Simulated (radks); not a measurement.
Isoelectronic series with 14 electrons, each ion in its NIST ground configuration. All-electron calculation, non-relativistic Kohn-Sham, PBE, spin-unpolarised, spherical densities, point nucleus. Program: a radial shooting solver on a logarithmic mesh with Libxc functionals. Total energies (hartree) and orbital eigenvalues (Ry):

Si: configuration [Ne] 3s2 3p2; E (hartree) -289.20275; 3p -0.30063; 3s -0.79146
S2+: configuration [Ne] 3s2 3p2; E (hartree) -396.66246; 3p -2.05710; 3s -2.88530
Ar4+: configuration [Ne] 3s2 3p2; E (hartree) -522.01904; 3p -4.81283; 3s -5.97459
Ca6+: configuration [Ne] 3s2 3p2; E (hartree) -665.21447; 3p -8.50458; 3s -9.99710
Ti8+: configuration [Ne] 3s2 3p2; E (hartree) -826.22434; 3p -13.11095; 3s -14.93245
Cr10+: configuration [Ne] 3s2 3p2; E (hartree) -1005.03604; 3p -18.62206; 3s -20.77134
Fe12+: configuration [Ne] 3s2 3p2; E (hartree) -1201.64225; 3p -25.03259; 3s -27.50881
Ni14+: configuration [Ne] 3s2 3p2; E (hartree) -1416.03842; 3p -32.33938; 3s -35.14192
Zn16+: configuration [Ne] 3s2 3p2; E (hartree) -1648.22150; 3p -40.54047; 3s -43.66885
Ge18+: configuration [Ne] 3s2 3p2; E (hartree) -1898.18942; 3p -49.63450; 3s -53.08837
